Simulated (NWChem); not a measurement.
[In]=[O] (InO, doublet), optimised at PBE0/def2-SVP with NWChem:

- highest occupied level (eV) = -7.06
- lowest empty minus highest occupied level, either spin (eV) = 3.51
- dipole (D) = 3.73

Spin-unrestricted. def2 effective core potentials on In; no spin-orbit coupling.

One In atom is replaced by B, giving [B]=O (BO, doublet), optimised at the same level. How do these values move?


```tsv
quantity	new value	change
highest occupied level (eV)	-9.78	-2.72
lowest empty minus highest occupied level, either spin (eV)	5.54	+2.03
dipole (D)	2.13	-1.60
```
